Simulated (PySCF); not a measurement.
## Dipole response of Rh³¹⁺ (rhodium, charge +31)

[Ne] 3s2 3p2, high-spin 3P determinant. Calculation: PySCF 2.14, in an even-tempered Gaussian basis (18 s from 4.4 bohr⁻², ratio 2.5; 12 p from 5.7 bohr⁻², ratio 2.5; 5 d from 24 bohr⁻², ratio 2.7; 4 f from 36 bohr⁻², ratio 2.7); the spin-free X2C one-electron Hamiltonian (Gaussian nucleus). Coupled (time-dependent) response in atomic units; α is the mean over directions.

```csv
method,mean α (bohr³),"α xx, yy, zz",C₆ (like pair),S(−4)
UHF,0.02501,"0.03151, 0.02176, 0.02176",0.002619,0.001159
PBE0,0.02434,"0.03101, 0.02101, 0.02101",0.002516,0.001099
```

S(−4) is the Cauchy moment in α(ω) = α(0) + S(−4) ω² + …

Spin-orbit coupling is absent.

α(iu) at PBE0:

| u (hartree) | α(iu) (bohr³) |
| --- | --- |
| 0 | 0.02434 |
| 0.600 | 0.02395 |
| 1.20 | 0.02288 |
| 2.40 | 0.01954 |
| 3.60 | 0.01600 |
| 4.80 | 0.01303 |
| 6.00 | 0.01074 |
| 9.00 | 0.007094 |
| 12.0 | 0.005127 |
| 18.0 | 0.003222 |
| 30.0 | 0.001871 |

A single London oscillator, α(iu) = α/(1 + u²/ω²), gives C₆ = (3/4) ω α². Matching the computed C₆ needs ω = 4 × 0.002516 / (3 × 0.02434²) = 5.66 hartree.

For an ion, C₆ is the dispersion term alone; charge-induced terms of lower order in 1/R come first.

The components differ because the open shell of this determinant is not spherical; for a pure term their mean is the scalar polarisability.

Spin-orbit coupling is strong in this species (close to jj coupling), so the high-spin LS determinant is a model state, not a physical level.
